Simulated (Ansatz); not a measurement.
Saddle point of SiAsNH8S, singlet (SiNH₅S ([NH2][SiH2][SH]) + AsH₃ → SiAsNH₆ ([NH2][SiH2][AsH2]) + H₂S; bonds formed: Si1–As7, S2–H6; bonds broken: Si1–S2, H6–As7), PBE0-D4/def2-TZVP structure:

```xyz
12
angstrom
Si -0.2384 -0.5212 0.1552
S 1.5287 0.4095 1.4022
H -1.1789 0.4904 0.7292
H 0.8714 -1.2576 -0.5296
N -1.2536 -1.8682 0.3764
H 1.0252 0.9616 -0.0460
As 0.0480 1.1857 -1.7441
H 0.8455 1.3996 2.0022
H -2.1590 -1.8117 0.8134
H -1.0038 -2.8014 0.0922
H -0.0012 2.5709 -1.1218
H 1.5162 1.2426 -2.1296
```

Energies are electronic, without zero-point energy. Barriers and step energies count from the start structure reached by relaxing down the imaginary mode; all methods use the PBE0-D4 structures, on which another method's saddle can fall below an end. Ansatz 0.2.0; basis: def2-TZVPP, with def2-QZVPP for the basis limit; cores frozen in the correlated methods. Filled d shells of the heavier atoms are correlated. The def2 sets are not built for correlating such inner shells, so the correlated values are less sure here. B3LYP uses VWN-RPA correlation. Extrapolation: Hartree–Fock as exp(−7.88 √X), correlation as X^−2.97.

```tsv
method	barrier (kJ/mol)	step energy (kJ/mol)
SPW92	125.9	35.3
PBE-D4	156.0	34.6
BLYP-D4	185.5	37.5
r2SCAN-D4	176.5	38.7
B97M-V	197.2	42.5
PBE0-D4	180.3	35.9
B3LYP-D4	?	38.2
r2SCAN0-D4	?	38.8
BHLYP-D4	233.6	40.0
CAM-B3LYP-D4	222.4	40.0
wB97X-V	221.4	39.3
wB97M-V	?	40.0
B2PLYP	214.4	39.6
PBE-QIDH	200.8	38.4
RPA on PBE	217.0	37.2
HF	314.6	44.7
MP2	201.8	39.1
CCSD	234.9	38.2
CCSD(T)	216.7	37.8
```

(1) Fill in the withheld barriers. (Judge from chemistry; the value comes from the calculation.)

The T1 diagnostic stays at or below 0.012.

Results:

(1) The calculation gives: wB97M-V 212.9; r2SCAN0-D4 192.8; B3LYP-D4 203.8 kJ/mol. Each is the energy of the saddle less that of the start structure, by the same method.

For comparison, the barrier by CCSD(T) at an estimated basis limit (MP2 extrapolated from triple and quadruple zeta, plus CCSD(T) − MP2 in triple zeta) is 210.8 kJ/mol.

Labels in which every atom is bracketed show which atoms are joined, not bond orders.

For scale, one of the runs: CCSD(T)/def2-TZVPP, 275 basis functions, launched by `ansatz run in.yaml --threads 8 --pin off --events-out ev --progress --plain --max-ram 19148MiB`. Time: 70 s of wall clock on 8 CPU threads of an INTEL XEON PLATINUM 8581C; the host was shared. Peak host memory: 7.1 GiB.
